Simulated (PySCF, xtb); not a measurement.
Acid–base and redox partners of Cl[SiH2]Cl. Isolated molecules, 0 K electronic values unless said otherwise. One relaxed conformer stands for each flexible species; it need not be the lowest. Strings in code marks are SMILES.

Quantity: proton affinity at 298 K, in eV. Thermal and zero-point terms are GFN2-xTB rigid-rotor harmonic values (xtb).

Case: proton added at Cl1: `Cl[SiH2][ClH+]` (Cl–Si–Cl–H torsion 180°). The other species in the difference include `Cl[SiH2]Cl` (neutral, multiplicity 1). Geometry of `Cl[SiH2][ClH+]` (charge +1, multiplicity 1, Å):

```xyz
6

Cl    -1.6737     1.5893    -0.0894
Si    -0.6783    -0.1111     0.0859
Cl     1.4976     0.6530    -0.2598
H     -0.5284    -0.6372     1.4397
H     -0.7809    -1.0400    -1.0359
H      2.1637    -0.4541    -0.1404
```

### Question
Estimate the proton affinity at 298 K that TPSSh-D3(BJ)/def2-TZVP // CAM-B3LYP-D3(BJ)/def2-TZVP (PySCF) returns for this input.

### Answer
6.68 eV.
